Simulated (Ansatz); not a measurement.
Reaction (silylene loss): `[OH][In]([Cl])[O][SiH3]` → `[OH][In]([OH])[Cl]` + `[SiH2]`

Calculated with Ansatz (gas phase, PBE0-D4/def2-TZVP geometries, no zero-point term in ΔE). CCSD(T)/CBS is the MP2 limit (def2-TZVPP, def2-QZVPP) plus CCSD(T) − MP2 in def2-TZVPP, frozen cores. This one scheme is used for every species. Functionals use def2-TZVPP. B3LYP here is the variant with VWN-RPA as its local correlation; programs differ in this. Elements past krypton have def2 core potentials. For In outer-core shells are correlated without core-valence functions, which leaves a few kJ/mol of doubt a bond. Each species was taken in one conformer, which may not be the lowest.

`[OH][In]([Cl])[O][SiH3]`:

Cartesian coordinates in Å:
```
O -1.464 -2.034 0.393
In 0.387 -1.481 0.746
Cl 1.903 -2.831 1.796
O 0.969 0.311 0.177
Si 0.224 1.549 -0.582
H -1.955 -1.339 -0.056
H -1.202 1.207 -0.880
H 0.236 2.764 0.275
H 0.902 1.853 -1.870
```

`[OH][In]([OH])[Cl]`:

Cartesian coordinates in Å:
```
O 1.354 -1.392 0.262
In -0.111 -0.206 -0.286
O -0.454 1.449 0.728
Cl -1.416 -0.753 -2.105
H 1.818 -1.049 1.031
H -1.191 1.951 0.371
```

`[SiH2]`:

Cartesian coordinates in Å:
```
Si 0.670 0.021 -0.238
H -0.170 0.918 0.664
H -0.500 -0.939 -0.426
```

```
             level  ΔE (kJ/mol)  difference from CCSD(T)/CBS
            PBE-D4        319.6                        -16.1
         r2SCAN-D4        349.9                         14.2
           PBE0-D4        335.1                         -0.6
          B3LYP-D4        327.3                         -8.4
           ωB97X-V        342.4                          6.7
           ωB97M-V        327.5                         -8.2
            B2PLYP        330.6                         -5.1
               PBE        312.4                        -23.3
            r2SCAN        347.9                         12.2
              PBE0        328.7                         -7.0
             B3LYP        315.8                        -19.9
     HF/def2-TZVPP        335.4                         -0.3
    MP2/def2-TZVPP        349.9                         14.2
SCS-MP2/def2-TZVPP        341.8                          6.1
   CCSD/def2-TZVPP        326.9                         -8.8
CCSD(T)/def2-TZVPP        329.0                         -6.7
     HF/def2-QZVPP        338.1                          2.4
    MP2/def2-QZVPP        354.7                         19.0
SCS-MP2/def2-QZVPP        346.7                         11.0
      HF/CBS(def2)        338.5                          2.8
     MP2/CBS(def2)        356.6                         20.9
    CCSD/CBS(def2)        333.7                         -2.0
       CCSD(T)/CBS        335.7                            0
```

Largest T1 diagnostic among the species: 0.016.

The D4 term adds +11.5 kJ/mol with B3LYP and +6.4 kJ/mol with PBE0; it sums over pairs of atoms, weighted by their polarisabilities, and B3LYP, whose exchange is more repulsive, gets the larger term. From PBE to PBE0 (25 % exact exchange), in def2-TZVPP and without D4, ΔE moves by +16.3 kJ/mol.
